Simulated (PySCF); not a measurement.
4,4-difluorobuta-1,2-diene (C₄H₄F₂), SMILES C=C=CC(F)F. Heavy atoms are numbered as in [CH2:1]=[C:2]=[CH:3][CH:4]([F:5])[F:6]. Hydrogens are named by the atom that carries them.

The structure is a stationary point at r2SCAN-D4/def2-SVP. The values are those of a single conformer.

Computed with PBE/pcSseg-1 in PySCF.

GIAO shieldings, no solvent; atoms alike by connectivity are averaged. δ = σ(ref) − σ: ¹³C against TMS (σ = 182.0 ppm); ¹⁹F against CFCl3 (σ = 133.6 ppm); ¹H against TMS (σ = 31.49 ppm), references at their B3LYP-D3(BJ)/def2-TZVP geometries, non-relativistic.

```
nucleus     atoms  count  δ (ppm)
-------  --------  -----  -------
¹³C            C2      1    223.1
¹³C       C4 (CH)      1    128.3
¹³C       C3 (CH)      1     95.7
¹³C      C1 (CH2)      1     83.4
¹⁹F            F5      2   -135.6
¹H        H on C4      1     6.62
¹H        H on C3      1     5.88
¹H        H on C1      2     5.50
```
